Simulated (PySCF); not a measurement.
Species: C5H8F2O3.
SMILES with atom numbers: `[F:1][CH:2]([F:3])[O:4][C@@H:5]1[CH2:6][O:7][CH2:8][CH2:9][O:10]1` (hydrogens: H11 on C2; H12 on C5; H13, H14 on C6; H15, H16 on C8; H17, H18 on C9)

The closed-shell ground state was solved at several levels (PySCF, density fitting, gas phase, non-relativistic). Isolated species at its PBE0-D3(BJ)/def2-SVP geometry (one conformer only).

```csv
level,basis functions,HOMO (eV),LUMO (eV),gap (eV),dipole (D)
wB97X-D/pcSseg-1,210,-9.36,3.27,12.63,3.19
PBE0/pcSseg-1,210,-7.43,1.42,8.85,3.11
```

(1) Estimate the row for PBE0/def2-SVPD, a basis of 279 functions; the other rows only guide the guess.

(2) Over all these levels, which gives the widest orbital gap and which the narrowest?

(3) How far do the dipole and the HOMO energy spread over the levels?

Results:

(1) HOMO -7.55 eV, LUMO 0.60 eV, gap 8.15 eV, dipole 3.14 D.

(2) wB97X-D/pcSseg-1 (range-separated hybrid) has the widest, 12.63 eV, and PBE0/def2-SVPD (global hybrid, 25 % exact exchange) the narrowest, 8.15 eV. Functional and basis both differ between the two, so the spread mixes both effects.

(3) The dipole runs from 3.11 to 3.19 D (mean 3.15 D) and the HOMO from -9.36 to -7.43 eV.
